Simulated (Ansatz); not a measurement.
Question: Name a neutral molecule of C, S, Si and H with HOMO–LUMO gap (ωB97M-V/def2-TZVPP) between 10.05 and 10.35 eV and HOMO–LUMO gap (PBE/def2-TZVPP) between 3.70 and 4.00 eV (Ansatz, PBE0-D4/def2-TZVP geometry).

Answer: `CSS[SiH3]` (10.15 eV, 3.79 eV); `C[SiH2]SSC` (10.15 eV, 3.81 eV). Other molecules can fit too; these were computed, each in one conformer that needn't be the lowest.
